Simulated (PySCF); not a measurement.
**B+: ionisation energy**

B+ [He] 2s2 (1S) → B(2+) [He] 2s1 (2S), as a difference of total energies. Computed with PySCF 2.14 in def2-TZVPPD, with the non-relativistic Hamiltonian (point nucleus). Correlated levels: valence and next inner shell: nothing frozen. The calculations carry no spin-orbit coupling.

```tsv
method	ionisation energy (eV)	error (eV)
UHF	23.441	-1.714
MP2 (valence and next inner shell)	24.419	-0.736
SCS-MP2 (valence and next inner shell)	24.611	-0.544
CCSD (valence and next inner shell)	25.048	-0.107
CCSD(T) (valence and next inner shell)	25.055	-0.100
CCSDT (valence and next inner shell)	25.055	-0.100
```

Reference: 25.155 eV (measured; NIST Atomic Spectra Database, ionization energies).

Errors of the correlated levels include the incompleteness of this basis.
